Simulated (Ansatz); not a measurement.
The cluster Al₃P₂⁺. Total charge 1; singlet. Geometry PBE-D4/def2-SVP.

Cartesian coordinates in Å:
```
Al -0.1692 0.5417 -0.0804
Al 2.7844 -0.2288 1.2896
Al -2.0661 -2.0726 -0.9485
P -2.1506 0.1672 -0.9941
P 1.6014 1.5925 0.7334
```

The restricted singlet is unstable towards broken spin symmetry in Hartree–Fock (as tested in another run); at PBE-D4/def2-TZVP, BLYP-D4/def2-TZVP, r2SCAN-D4/def2-TZVP, B97M-V/def2-TZVP and others this wasn't settled. Another isomer (singlet) lies 1.66 eV lower at PBE0-D4/def2-TZVP; other spin states weren't run for this one.

Question: Estimate the orbital energies around the gap (eV) in Ansatz with PBE-D4/def2-TZVP, BLYP-D4/def2-TZVP, r2SCAN-D4/def2-TZVP, B97M-V/def2-TZVP, PBE0-D4/def2-TZVP.

Answer: 
```csv
orbital,PBE-D4/def2-TZVP,BLYP-D4/def2-TZVP,r2SCAN-D4/def2-TZVP,B97M-V/def2-TZVP,PBE0-D4/def2-TZVP
HOMO−9,-73.86,-73.92,-75.80,-76.59,-78.73
HOMO−8,-18.92,-18.70,-19.54,-19.64,-20.83
HOMO−7,-18.56,-18.35,-19.16,-19.28,-20.43
HOMO−6,-13.42,-13.20,-13.70,-13.64,-14.60
HOMO−5,-12.73,-12.53,-12.98,-12.92,-13.75
HOMO−4,-12.24,-12.03,-12.46,-12.40,-13.26
HOMO−3,-10.86,-10.62,-11.09,-11.05,-11.77
HOMO−2,-10.07,-9.82,-10.30,-10.21,-11.03
HOMO−1,-9.65,-9.46,-9.79,-9.72,-10.48
HOMO,-9.58,-9.33,-9.75,-9.71,-10.08
LUMO,-9.41,-9.22,-9.50,-9.48,-9.14
LUMO+1,-7.45,-7.23,-7.36,-7.22,-6.77
LUMO+2,-6.48,-6.31,-6.34,-6.23,-5.78
LUMO+3,-6.48,-6.28,-6.33,-6.18,-5.72
LUMO+4,-6.47,-6.28,-6.23,-6.09,-5.69
LUMO+5,-6.15,-5.97,-6.00,-5.91,-5.43
```
